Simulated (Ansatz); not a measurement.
Species: C₂H₄B, charge 0, doublet. C2H4B (SMILES B[C]=C, doublet).
B3LYP-D3(BJ)/def2-TZVP minimum from Ansatz (an electronic-structure program):
```
C
C 1 1.2941
H 2 1.0887 1 121.90
H 2 1.0887 3 116.20 1 -180.00
B 1 1.4814 4 153.69 2 180.00
H 5 1.1914 1 119.72 4 -105.52
H 5 1.1914 6 120.57 1 180.00
```
Charge 0, spin multiplicity 2.

Total energies in hartree (Ansatz). Open shells are spin-unrestricted; no spin-orbit coupling. Correlated methods leave the cores frozen. No relativity. Where a partner has so few electrons that a lower coupled-cluster level is exact, that level stands in. The UHF reference of C2H4B (B[C]=C, doublet) is spin-contaminated (<S^2> up to 0.11 over the pure value in the sets run).

| species | HF/cc-pVTZ | CCSD(T)/cc-pVTZ | HF/cc-pVQZ | CCSD(T)/cc-pVQZ | CCSD(T)/cc-pVDZ | CCSDT(Q)/cc-pVDZ |
|---|---|---|---|---|---|---|
| 1: C2H4B (SMILES B[C]=C, doublet) | -102.69927 | -103.14503 | -102.70587 | -103.17328 | -103.04355 | -103.04580 |
| 2: B (doublet) | -24.53207 | -24.59810 | -24.53297 | -24.60084 | -24.58941 | -24.58977 |
| 3: H (doublet) | -0.49981 | -0.49981 | -0.49995 | -0.49995 | -0.49928 | -0.49928 |
| 4: C (triplet) | -37.69157 | -37.78076 | -37.69331 | -37.78654 | -37.76038 | -37.76071 |

**Question.** Work out the atomisation energy (electronic, to ground-state atoms) in kJ/mol: take Hartree-Fock from cc-pVQZ, extrapolate the CCSD(T) correlation energy as X^-3 (X = 3, 4), and add CCSDT(Q) - CCSD(T) in cc-pVDZ. 1 hartree = 2625.5 kJ/mol.

**Answer.** 
Species 1: correlation (64·(-0.46741) - 27·(-0.44576))/37 = -0.48321; step -0.00225; E1 = -102.70587 + (-0.48321) + (-0.00225) = -103.19133
Species 2: correlation (64·(-0.06787) - 27·(-0.06603))/37 = -0.06921; step -0.00036; E2 = -24.53297 + (-0.06921) + (-0.00036) = -24.60254
Species 3: correlation (64·(0.00000) - 27·(0.00000))/37 = 0.00000; step +0.00000; E3 = -0.49995 + (0.00000) + (+0.00000) = -0.49995
Species 4: correlation (64·(-0.09323) - 27·(-0.08919))/37 = -0.09618; step -0.00033; E4 = -37.69331 + (-0.09618) + (-0.00033) = -37.78982
-1·E1 +1·E2 +4·E3 +2·E4 = 1.00935 hartree = 2650.0 kJ/mol.
